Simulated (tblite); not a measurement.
Isomers of C9H11F. All values are computed: GFN2-xTB (tblite) harmonic vibrations without scaling, gas phase. The method is semi-empirical: single wavenumbers can be off by several per cent or more. One conformer each.

Electronic energies: GFN2-xTB at the same geometries; isomer energies are rough at this level and their order can be wrong.

```json
{"SMILES": "C=C(F)C(=C)C#CC(C)C", "electronic energy, lowest = 0 (kcal/mol)": "64.2"}
{"SMILES": "C#C/C(F)=C/[C@H](C)CC=C", "electronic energy, lowest = 0 (kcal/mol)": "75.3"}
{"SMILES": "C[C@H](F)Cc1ccccc1", "electronic energy, lowest = 0 (kcal/mol)": "0.0"}
```

Problem. How do GFN2-xTB zero-point energies change the relative energies?

Solution. 
```json
{"SMILES": "C[C@H](F)Cc1ccccc1", "ZPE (kcal/mol)": "108.6", "of it from modes above 1550 cm⁻¹": "52.4", "electronic (kcal/mol)": "0.0", "with ZPE, lowest = 0 (kcal/mol)": "0.0", "lowest mode (cm⁻¹)": "41", "rings": "1"}
{"SMILES": "C=C(F)C(=C)C#CC(C)C", "ZPE (kcal/mol)": "105.5", "of it from modes above 1550 cm⁻¹": "56.3", "electronic (kcal/mol)": "64.2", "with ZPE, lowest = 0 (kcal/mol)": "61.1", "lowest mode (cm⁻¹)": "8", "rings": "0"}
{"SMILES": "C#C/C(F)=C/[C@H](C)CC=C", "ZPE (kcal/mol)": "105.3", "of it from modes above 1550 cm⁻¹": "56.4", "electronic (kcal/mol)": "75.3", "with ZPE, lowest = 0 (kcal/mol)": "72.0", "lowest mode (cm⁻¹)": "20", "rings": "0"}
```

The zero-point energies span 3.3 kcal/mol, from `C#C/C(F)=C/[C@H](C)CC=C` to `C[C@H](F)Cc1ccccc1`. The order is unchanged.
